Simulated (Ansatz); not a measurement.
Si₂₀H₂₆⁻. Charge -1, multiplicity 2. Geometry PBE-D4/def2-SVP; atoms count from 1.

```xyz
46

Si   -0.0486    1.7266   -4.4329
Si   -2.9838   -3.1430   -0.1400
Si    0.2316   -2.8006    2.7962
Si    2.7904    1.2271   -2.2840
Si    2.8955   -0.8213    1.1481
Si    0.0444   -0.9556   -1.1601
Si   -2.0958    2.3053   -1.3671
Si   -2.1583    0.1078    1.9134
Si    0.7529    2.2907    0.7774
Si    0.9371    0.6413    4.1550
Si   -1.8274   -2.1489   -1.9313
Si    0.9832    0.0163   -3.1675
Si   -0.3533    3.2501   -2.6587
Si    1.0594   -2.2182    0.6433
Si   -3.8070   -1.4469    1.2706
Si   -0.8025   -0.8426    3.5893
Si    4.0458   -0.0785   -0.7737
Si    1.5986    3.0151   -1.3008
Si    2.1965    1.1488    2.2309
Si   -0.9341    0.8181    0.0390
H     0.6884    2.3793   -5.5943
H    -1.3960    1.3051   -4.9795
H    -4.1640   -3.9663   -0.6197
H    -2.0910   -4.0823    0.6305
H     1.1940   -3.2703    3.8770
H    -0.8201   -3.8815    2.6888
H     3.7367    1.7752   -3.3343
H     3.9058   -1.5038    2.0496
H    -3.1291    1.6419   -2.2470
H    -2.8170    3.3430   -0.5303
H    -2.8625    1.3147    2.5084
H     0.1120    3.4594    1.5003
H     1.8081   -0.0113    5.2078
H     0.3981    1.9149    4.7702
H    -1.4185   -3.2337   -2.9083
H    -2.8058   -1.2575   -2.6647
H     1.4626   -1.1340   -4.0297
H     1.6786   -3.4662    0.0393
H    -4.4797   -2.0441    2.4898
H    -4.8890   -0.7186    0.5004
H    -1.6526   -1.0954    4.8189
H     4.5970   -1.2650   -1.5360
H     5.2518    0.7184   -0.3169
H     2.3926    4.2997   -1.2015
H    -0.6139    4.6830   -3.0771
H     3.3889    2.0036    2.6114
```

Single mean-field runs in def2-SVP are fitted with def2-universal-jkfit.

**Question.** Estimate the Mulliken populations of the heavy atoms from the PBE0/def2-SVP orbitals of Ansatz.

**Answer.** 
```
atom  charge (e)  spin (α − β)
 Si1        0.11          0.11
 Si2        0.03          0.02
 Si3        0.07          0.12
 Si4       -0.05         -0.01
 Si5       -0.06         -0.01
 Si6       -0.21          0.27
 Si7        0.19          0.01
 Si8        0.01          0.02
 Si9        0.02          0.01
Si10        0.13          0.00
Si11        0.14         -0.02
Si12       -0.07          0.21
Si13       -0.13         -0.01
Si14       -0.04          0.23
Si15        0.09         -0.01
Si16       -0.08         -0.01
Si17        0.15          0.02
Si18       -0.01          0.01
Si19       -0.04          0.01
Si20       -0.26         -0.02
```
Mulliken values depend strongly on the basis.

**Question.** Where does the spin sit?

**Answer.** Summed by element: Si 0.95, H 0.05, of 1 unpaired in all. Largest on single atoms: Si6 0.27, Si14 0.23, Si12 0.21.

**Question.** And the Mayer bond orders between heavy atoms (over 0.3)?

**Answer.** Si1–Si12 0.88 (2.36 Å); Si1–Si13 0.94 (2.36 Å); Si2–Si11 0.95 (2.35 Å); Si2–Si15 0.96 (2.35 Å); Si3–Si14 0.86 (2.38 Å); Si3–Si16 0.94 (2.35 Å); Si4–Si12 0.93 (2.35 Å); Si4–Si17 0.94 (2.36 Å); Si4–Si18 0.93 (2.36 Å); Si5–Si14 0.93 (2.36 Å); Si5–Si17 0.94 (2.36 Å); Si5–Si19 0.93 (2.35 Å); Si6–Si11 0.94 (2.35 Å); Si6–Si12 0.74 (2.42 Å); Si6–Si14 0.76 (2.42 Å); Si6–Si20 0.90 (2.35 Å); Si7–Si13 0.93 (2.37 Å); Si7–Si20 0.92 (2.35 Å); Si8–Si15 0.95 (2.36 Å); Si8–Si16 0.93 (2.36 Å); Si8–Si20 0.92 (2.35 Å); Si9–Si18 0.93 (2.36 Å); Si9–Si19 0.93 (2.35 Å); Si9–Si20 0.92 (2.36 Å); Si10–Si16 0.95 (2.36 Å); Si10–Si19 0.95 (2.35 Å); Si13–Si18 0.90 (2.39 Å).
